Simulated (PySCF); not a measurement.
CH₈OSi₂, SMILES O([SiH3])C[SiH3]. Geometry: B3LYP-D3(BJ)/def2-SVP. The values are those of a single conformer.

Computed equilibrium geometry at B3LYP-D3(BJ)/def2-SVP (PySCF confirms it by a frequency run) as Cartesian coordinates in Å (one conformer of several):
```xyz
12

Si     1.6540     0.9565    -0.5810
C      0.7486    -0.6981    -0.3002
O     -0.6581    -0.5179    -0.4274
Si    -1.7171    -0.3983     0.8564
H      3.1278     0.7556    -0.4408
H      1.3504     1.4697    -1.9460
H      1.1929     1.9507     0.4298
H      1.0765    -1.4327    -1.0572
H      1.0281    -1.1281     0.6826
H     -1.4357     0.8103     1.6892
H     -3.0780    -0.3060     0.2707
H     -1.6063    -1.6018     1.7368
```
